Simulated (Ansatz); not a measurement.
Species: SnICl, charge 0, singlet. SnICl (SMILES [Cl][Sn][I]).
B3LYP-D3(BJ)/def2-TZVP minimum from Ansatz (a first-principles code):
```xyz
3

Sn     0.4524     0.5105     0.9958
Cl     1.3317     2.1130    -0.5460
I     -0.8539    -1.1594    -0.7643
```
Charge 0, spin multiplicity 1.

Total energies in def2-TZVPP, 18 correlated electrons, 23 frozen orbitals. Radicals and triplets start from unrestricted determinants; spin-orbit coupling is neglected. Cores are frozen in correlated methods (noble-gas shells, and filled d and f shells in the p block). Past Kr the def2 sets carry scalar-relativistic core potentials. Spin-orbit terms, left out, reach several kcal/mol for Br and I, and more for heavier atoms.

```json
[
 {"method": "HF", "program": "Ansatz", "energy (Eh)": "-969.64580", "minus CCSDT(Q) (mEh)": "457.02"},
 {"method": "MP2", "program": "Ansatz", "energy (Eh)": "-970.04523", "minus CCSDT(Q) (mEh)": "57.59"},
 {"method": "CCSD", "program": "Ansatz", "energy (Eh)": "-970.08036", "minus CCSDT(Q) (mEh)": "22.47"},
 {"method": "CCSD(T)", "program": "Ansatz", "energy (Eh)": "-970.10042", "minus CCSDT(Q) (mEh)": "2.40"},
 {"method": "CCSDT(Q)", "program": "Ansatz", "energy (Eh)": "-970.10282", "minus CCSDT(Q) (mEh)": "0.00"}
]
```

Rough core times of Ansatz's runs on a shared machine: CCSD(T) under 20 s, CCSDT(Q) 60 min.
